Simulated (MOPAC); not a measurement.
MOPAC input (AM1):

```
AM1 1SCF GEO-OK AUX(PRECISION=9) THREADS=1
C3H7N

C    -0.84972708 1   -0.84703727 1    0.07635384 1
C    -1.00145512 1    0.61530386 1   -0.25263998 1
C     0.22649702 1    0.12658270 1    0.45818837 1
N     1.44803905 1    0.08197280 1   -0.30345838 1
H    -0.62496805 1   -1.51695526 1   -0.74192684 1
H    -1.46523650 1   -1.26651742 1    0.86044423 1
H    -1.72098136 1    1.19832851 1    0.30590941 1
H    -0.87624038 1    0.90478477 1   -1.28676381 1
H     0.29173597 1    0.37157266 1    1.51705422 1
H     1.92128146 1    0.97790048 1   -0.28980903 1
H     2.08624664 1   -0.61201908 1    0.06788706 1
```

Output:

```
 *******************************************************************************
 **                                                                           **
 **                              MOPAC v23.2.5                                **
 **                                                                           **
 *******************************************************************************
 ** MOPAC's Digital Object Identifier: https://doi.org/10.5281/zenodo.6511958 **
 **                                                                           **
 ** Please cite the open-source release paper for use of this MOPAC version:  **
 ** J. E. Moussa and J. J. P. Stewart (2026)                                  **
 ** MOPAC: An open-source semiempirical molecular orbital program             **
 ** J. Open Source Softw., 11(119), 8025, https://doi.org/10.21105/joss.08025 **
 *******************************************************************************

                              AM1 CALCULATION RESULTS

 *******************************************************************************
 *  AM1        - The AM1 Hamiltonian to be used
 *  GEO-OK     - OVERRIDE INTERATOMIC DISTANCE AND OTHER SAFETY CHECKS
 *  1SCF       - DO 1 SCF AND THEN STOP
 *  AUX        - OUTPUT AUXILIARY INFORMATION
 *******************************************************************************
AM1 1SCF GEO-OK AUX(PRECISION=9) THREADS=1
 C3H7N

   ATOM   CHEMICAL          X               Y               Z
  NUMBER   SYMBOL      (ANGSTROMS)     (ANGSTROMS)     (ANGSTROMS)

     1       C         -0.84972708  *  -0.84703727  *   0.07635384  *
     2       C         -1.00145512  *   0.61530386  *  -0.25263998  *
     3       C          0.22649702  *   0.12658270  *   0.45818837  *
     4       N          1.44803905  *   0.08197280  *  -0.30345838  *
     5       H         -0.62496805  *  -1.51695526  *  -0.74192684  *
     6       H         -1.46523650  *  -1.26651742  *   0.86044423  *
     7       H         -1.72098136  *   1.19832851  *   0.30590941  *
     8       H         -0.87624038  *   0.90478477  *  -1.28676381  *
     9       H          0.29173597  *   0.37157266  *   1.51705422  *
    10       H          1.92128146  *   0.97790048  *  -0.28980903  *
    11       H          2.08624664  *  -0.61201908  *   0.06788706  *

          CARTESIAN COORDINATES

    NO.       ATOM           X           Y           Z

     1         C         -0.8497     -0.8470      0.0764
     2         C         -1.0015      0.6153     -0.2526
     3         C          0.2265      0.1266      0.4582
     4         N          1.4480      0.0820     -0.3035
     5         H         -0.6250     -1.5170     -0.7419
     6         H         -1.4652     -1.2665      0.8604
     7         H         -1.7210      1.1983      0.3059
     8         H         -0.8762      0.9048     -1.2868
     9         H          0.2917      0.3716      1.5171
    10         H          1.9213      0.9779     -0.2898
    11         H          2.0862     -0.6120      0.0679

  H: (AM1): M.J.S. DEWAR ET AL, J. AM. CHEM. SOC. 107 3902-3909 (1985)
  C: (AM1): M.J.S. DEWAR ET AL, J. AM. CHEM. SOC. 107 3902-3909 (1985)
  N: (AM1): M.J.S. DEWAR ET AL, J. AM. CHEM. SOC. 107 3902-3909 (1985)

           Empirical Formula: C3 H7 N  =    11 atoms

      MOLECULAR POINT GROUP   :   Cs

      RHF CALCULATION, NO. OF DOUBLY OCCUPIED LEVELS = 12

 -------------------------------------------------------------------------------
 AM1 1SCF GEO-OK AUX(PRECISION=9) THREADS=1
 C3H7N

     1SCF WAS SPECIFIED, SO BFGS WAS NOT USED
     SCF FIELD WAS ACHIEVED

                              AM1 CALCULATION
                                                       MOPAC v23.2.5 Linux

          FINAL HEAT OF FORMATION =         23.37882 KCAL/MOL =      97.81698 KJ/MOL

          COSMO AREA              =        102.55 SQUARE ANGSTROMS
          COSMO VOLUME            =         86.16 CUBIC ANGSTROMS

          IONIZATION POTENTIAL    =          9.880467 EV
          HOMO LUMO ENERGIES (EV) =         -9.880  2.968
          NO. OF FILLED LEVELS    =         12
          MOLECULAR WEIGHT        =         57.0950         POINT GROUP:  Cs

          MOLECULAR DIMENSIONS (Angstroms)

            Atom       Atom       Distance
            H    10    H     6     4.22244
            H    11    H     7     3.63048
            H     9    H     8     2.75933

          SCF CALCULATIONS        =          1

   ATOM   CHEMICAL          X               Y               Z
  NUMBER   SYMBOL      (ANGSTROMS)     (ANGSTROMS)     (ANGSTROMS)

     1       C         -0.84972708  *  -0.84703727  *   0.07635384  *
     2       C         -1.00145512  *   0.61530386  *  -0.25263998  *
     3       C          0.22649702  *   0.12658270  *   0.45818837  *
     4       N          1.44803905  *   0.08197280  *  -0.30345838  *
     5       H         -0.62496805  *  -1.51695526  *  -0.74192684  *
     6       H         -1.46523650  *  -1.26651742  *   0.86044423  *
     7       H         -1.72098136  *   1.19832851  *   0.30590941  *
     8       H         -0.87624038  *   0.90478477  *  -1.28676381  *
     9       H          0.29173597  *   0.37157266  *   1.51705422  *
    10       H          1.92128146  *   0.97790048  *  -0.28980903  *
    11       H          2.08624664  *  -0.61201908  *   0.06788706  *

                             CARTESIAN COORDINATES

   1    C       -0.849727080    -0.847037270     0.076353840
   2    C       -1.001455120     0.615303860    -0.252639980
   3    C        0.226497020     0.126582700     0.458188370
   4    N        1.448039050     0.081972800    -0.303458380
   5    H       -0.624968050    -1.516955260    -0.741926840
   6    H       -1.465236500    -1.266517420     0.860444230
   7    H       -1.720981360     1.198328510     0.305909410
   8    H       -0.876240380     0.904784770    -1.286763810
   9    H        0.291735970     0.371572660     1.517054220
  10    H        1.921281460     0.977900480    -0.289809030
  11    H        2.086246640    -0.612019080     0.067887060

           Empirical Formula: C3 H7 N  =    11 atoms

      MOLECULAR POINT GROUP   :   Cs

                  EIGENVALUES
 -39.07167 -32.21853 -23.38825 -21.89547 -17.54692 -16.30509 -15.42280 -13.65980
 -12.34311 -11.74990 -11.11266  -9.88047   2.96772   3.39468   4.10383   4.15608
   4.39973   4.78947   4.84283   5.16695   5.34881   6.13384   6.23480

              NET ATOMIC CHARGES AND DIPOLE CONTRIBUTIONS

  ATOM NO.   TYPE          CHARGE      No. of ELECS.   s-Pop       p-Pop
    1          C          -0.203202        4.2032     1.21895     2.98426
    2          C          -0.203202        4.2032     1.21895     2.98426
    3          C          -0.105484        4.1055     1.20545     2.90004
    4          N          -0.325159        5.3252     1.58900     3.73616
    5          H           0.120864        0.8791     0.87914
    6          H           0.106344        0.8937     0.89366
    7          H           0.106344        0.8937     0.89366
    8          H           0.120864        0.8791     0.87914
    9          H           0.089625        0.9104     0.91037
   10          H           0.146503        0.8535     0.85350
   11          H           0.146503        0.8535     0.85350
 DIPOLE           X         Y         Z       TOTAL
 POINT-CHG.    -0.123     0.061     0.329     0.356
 HYBRID         0.480     0.274     0.996     1.139
 SUM            0.357     0.335     1.324     1.412

          ATOMIC ORBITAL ELECTRON POPULATIONS

     Atom    s        px        py        pz
    1  C   1.21895   1.01082   0.93367   1.03977
    2  C   1.21895   0.98831   0.97180   1.02414
    3  C   1.20545   0.87983   1.06850   0.95171
    4  N   1.58900   1.06520   1.10842   1.56254
    5  H   0.87914
    6  H   0.89366
    7  H   0.89366
    8  H   0.87914
    9  H   0.91037
   10  H   0.85350
   11  H   0.85350

 **********************
 *                    *
 * JOB ENDED NORMALLY *
 *                    *
 **********************

 == MOPAC DONE ==
```

The geometry given is a B3LYP-D3(BJ)/def2-TZVP minimum.
